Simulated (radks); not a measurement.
Charge is removed step by step from the 5d level of neutral rhenium, starting from [Xe] 4f14 5d5 6s2. Calculated with a radial shooting solver on a logarithmic mesh with Libxc functionals: scalar-relativistic Kohn-Sham, PBE, spin-unpolarised, spherical densities, finite nucleus; Fermi nuclear charge, rms radius 5.3698 fm.

| removed (e) | E - E(0) (eV) | eigenvalue (eV) | E minus straight line (eV) |
|---|---|---|---|
| 0 | 0.000 | -5.370 | 0.000 |
| 0.1 | 0.580 | -6.233 | -0.416 |
| 0.2 | 1.248 | -7.117 | -0.745 |
| 0.3 | 2.004 | -8.022 | -0.984 |
| 0.4 | 2.853 | -8.945 | -1.132 |
| 0.5 | 3.794 | -9.887 | -1.187 |
| 0.6 | 4.831 | -10.848 | -1.147 |
| 0.7 | 5.964 | -11.825 | -1.010 |
| 0.8 | 7.196 | -12.820 | -0.774 |
| 0.9 | 8.529 | -13.830 | -0.438 |
| 1 | 9.963 | -14.856 | 0.000 |

Removing the whole electron costs 9.963 eV by Delta-SCF, against 5.370 eV from minus the eigenvalue at the starting occupation. Slater's transition state (half an electron removed) gives 9.887 eV. Integrating minus the eigenvalue over the occupation (Janak's theorem) gives 9.962 eV. In this scalar-relativistic scheme the density is built from large components alone, so the theorem holds only approximately. The mean slope of the eigenvalue, de/dn, is 9.49 eV per electron.
